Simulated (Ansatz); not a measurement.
The molecule CdGa, multiplicity 2 (lowest of 2S+1 = 2, 4 at CCSD(T)/def2-TZVPP on PBE0 minima; our sources give no spin for the ground state, which may be another). No spin–orbit coupling. Ga is treated without relativity.

The constants come from a fifth-degree fit in 1/R (seven points, main isotopes). Runs in def2 and cc sets follow the lowest solution found near the PBE0 minimum.

The values were computed with Ansatz (a quantum-chemistry and plane-wave program).  In def2 rows elements past Kr take small-core potentials, without spin–orbit coupling.

```
level                 r_e (Å)  ω_e (cm⁻¹)  ω_e x_e (cm⁻¹)  α_e (cm⁻¹)  dipole (D)
--------------------  -------  ----------  --------------  ----------  ----------
PBE/def2-TZVPP          2.820         110            0.86     0.00041        0.53
r2SCAN/def2-TZVPP       2.755         122            0.92     0.00041        0.72
B97M-V/def2-TZVPP       2.905          90             1.0     0.00054        0.39
B3LYP/def2-TZVPP        2.927          88            0.99     0.00051        0.49
PBE0/def2-TZVPP         2.851         103            0.93     0.00045        0.77
BHLYP/def2-TZVPP        3.012          73             1.1     0.00060        0.68
CAM-B3LYP/def2-TZVPP    2.945          80             1.1     0.00060        0.61
wB97X-V/def2-TZVPP      2.967          77             1.0     0.00060        0.81
wB97M-V/def2-TZVPP      2.945          82            0.98     0.00055        0.70
B2PLYP/def2-TZVPP       2.895          89             1.1     0.00057           -
```

Correlated levels freeze the inner cores; with def2 sets outer-core shells near the valence are correlated too.
